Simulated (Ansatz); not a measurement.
Geometry optimisation, Ansatz 0.2.0, RKS PBE/def2-SVP.

The input (input.yaml):

```yaml
crystal:
  periodic: [false, false, false]
  atoms:
    - { symbol: Zr, position_ang: [0.378004, 0.441223, -0.404804] }
    - { symbol: "N", position_ang: [-0.6011, 0.095862, 2.824923] }
    - { symbol: H, position_ang: [-1.30494, 0.659801, 3.316056] }
    - { symbol: H, position_ang: [-0.392424, -0.718928, 3.414499] }
    - { symbol: F, position_ang: [1.395502, 0.74102, -1.986913] }
    - { symbol: Cl, position_ang: [-1.680482, 1.561576, -0.781438] }
    - { symbol: F, position_ang: [0.249715, -1.46294, -0.304197] }
    - { symbol: O, position_ang: [1.540854, 1.244695, 1.044836] }
    - { symbol: Al, position_ang: [2.798275, 2.213693, 1.743515] }
    - { symbol: H, position_ang: [4.054186, 1.452591, 2.367668] }
    - { symbol: H, position_ang: [2.580428, 3.791733, 1.773858] }
    - { symbol: H, position_ang: [0.270383, 0.666374, 2.765597] }
basis:
  gaussian: { orbitals: def2-SVP }
hamiltonian:
  xc: pbe
relax:
  f_tol: 0.03
  max_steps: 50
output:
  orbitals: {}
```

Command:

```bash
$ ansatz run input.yaml --threads 4 --pin off --max-ram 5120MiB --backend cpu --events-out ev --progress --plain --runs-dir out
```

**Question.** Where does it end, and by what steps?

**Answer.** It converged. The force dipped under the threshold on the way, but the program's further checks kept it going. After 33 steps the energy has fallen by 0.779 eV; H4 moved furthest, 1.48 Å. Joined: Zr1–N2 (3.39 → 2.47 Å).

```tsv
step	energy less start (eV)	largest force component (eV/Å)	accepted
0	0.0000	1.516	yes
2	-0.4735	0.499	yes
4	-0.7050	0.642	yes
6	-0.7575	0.241	yes
8	-0.7670	0.071	yes
10	-0.7692	0.037	yes
12	-0.7687	0.115	no
14	-0.7695	0.042	yes
16	-0.7703	0.078	yes
18	-0.7712	0.159	yes
20	-0.7735	0.048	yes
22	-0.7733	0.093	no
24	-0.7750	0.134	yes
26	-0.7760	0.033	yes
28	-0.7773	0.071	yes
30	-0.7786	0.048	yes
32	-0.7791	0.046	yes
33	-0.7793	0.005	yes
```

```xyz
12
Properties=species:S:1:pos:R:3
Zr 0.398 0.439 0.199
N -0.650 0.024 2.392
H -1.083 0.866 2.794
H -1.399 -0.681 2.329
F 1.173 0.630 -1.556
Cl -1.747 1.468 -0.203
F 0.576 -1.478 0.370
O 1.677 1.476 1.239
Al 3.055 2.473 1.588
H 4.335 1.760 2.218
H 2.932 4.039 1.316
H 0.022 -0.330 3.088
```

Whether the end is a true minimum wasn't checked by a vibrational analysis.

Time of the run: 84 s on 4 threads of Arm Neoverse V2 (shared host), peak memory 0.24 GiB.
